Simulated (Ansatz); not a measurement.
Geometry optimisation, RKS r2SCAN-D4/def2-SVP (Ansatz).

Input file:

```yaml
crystal:
  periodic: [false, false, false]
  atoms:
    - { symbol: Ga, position_ang: [0.173814, -0.914618, 0.234905] }
    - { symbol: H, position_ang: [1.143635, 0.138086, -0.350196] }
    - { symbol: H, position_ang: [-0.610517, -1.831943, -0.752084] }
    - { symbol: H, position_ang: [0.054572, -1.037513, 1.784503] }
    - { symbol: H, position_ang: [0.055105, 1.709498, -0.537888] }
    - { symbol: F, position_ang: [-0.81661, 1.936491, -0.379239] }
basis:
  gaussian: { orbitals: def2-SVP }
hamiltonian:
  xc: r2scan
  dispersion: d4
relax:
  f_tol: 0.03
  max_steps: 50
output:
  orbitals: {}
```

Launched with:

```bash
$ ansatz run input.yaml --threads 2 --pin off --max-ram 3072MiB --backend cpu --events-out ev --progress --plain --runs-dir out
```

**Question.** Where does it end, and by what steps?

**Answer.** It converged. After 13 steps the energy has fallen by 0.284 eV; F6 moved furthest, 0.67 Å.

| step | energy less start (eV) | largest force component (eV/Å) | accepted |
| --- | --- | --- | --- |
| 0 | 0.0000 | 0.960 | yes |
| 1 | -0.0799 | 0.781 | yes |
| 2 | -0.1821 | 0.700 | yes |
| 3 | -0.2629 | 0.176 | yes |
| 4 | -0.2604 | 0.271 | no |
| 5 | -0.2706 | 0.156 | yes |
| 6 | -0.2741 | 0.213 | yes |
| 7 | -0.2756 | 0.431 | yes |
| 8 | -0.2260 | 1.575 | no |
| 9 | -0.2832 | 0.044 | yes |
| 10 | -0.2796 | 0.332 | no |
| 11 | -0.2836 | 0.039 | yes |
| 12 | -0.2835 | 0.034 | no |
| 13 | -0.2837 | 0.012 | yes |

```xyz
6
Properties=species:S:1:pos:R:3
Ga 0.162 -0.700 0.174
H 1.470 -0.011 -0.385
H -0.708 -1.552 -0.806
H -0.039 -0.770 1.722
H -0.068 1.738 -0.520
F -0.817 1.295 -0.185
```

Whether the end is a true minimum wasn't checked by a vibrational analysis.

The run took 9.6 s on 2 threads of Intel(R) Xeon(R) 6975P-C (Granite Rapids), on a shared host, peak memory 0.14 GiB.
